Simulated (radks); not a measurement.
Results of a calculation; reference values are marked as such.
Polarisability of the fluorine ion F+, [He] 2s2 2p4, at imaginary frequency. Code: a radial shooting solver on a logarithmic mesh with Libxc functionals. Model: scalar-relativistic Kohn-Sham, LDA (Slater exchange, Perdew-Wang correlation), spin-polarised, spherical densities, finite nucleus; open shells are filled with parallel spins first; Fermi nuclear charge, rms radius 2.8976 fm. Response by self-consistent Sternheimer equations with the Hartree and adiabatic LDA kernel, the relativistic mass of each level held fixed and spin-orbit coupling left out.

| w (hartree) | alpha1(iw) (bohr^3) |
|---|---|
| 0.00266 | 1.889 |
| 0.0143 | 1.888 |
| 0.0360 | 1.887 |
| 0.0697 | 1.881 |
| 0.118 | 1.867 |
| 0.186 | 1.837 |
| 0.280 | 1.777 |
| 0.413 | 1.668 |
| 0.605 | 1.491 |
| 0.892 | 1.235 |
| 1.35 | 0.9159 |
| 2.12 | 0.5795 |
| 3.59 | 0.2911 |
| 6.94 | 0.1028 |
| 17.5 | 0.01983 |

Static values: alpha1 = 1.889 bohr^3 (0.2799 angstrom^3; uncoupled 2.330). C6 = 3.536, triple-dipole C9 = 4.740 atomic units. One-pole (London) frequency 4 C6 / (3 alpha1^2) = 1.322 hartree, against 0.962 for minus the highest occupied eigenvalue.
